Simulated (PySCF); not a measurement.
## How methods differ on the excitation energy of Ga

Ga [Ar] 3d10 4s2 4p1 (2P) → Ga [Ar] 3d10 4s1 4p2 (4P), as a difference of total energies. Calculation: PySCF 2.14, in dyall-av2z; no relativity, point nucleus. Correlated levels: valence: [Ar] 3d10 frozen; virtual orbitals above 40 to 60 times the deepest correlated orbital energy dropped. The calculations carry no spin-orbit coupling.

```tsv
method	excitation energy (cm⁻¹)
UHF	25019
MP2 (valence)	30217
SCS-MP2 (valence)	32191
CCSD (valence)	32500
CCSD(T) (valence)	32634
```
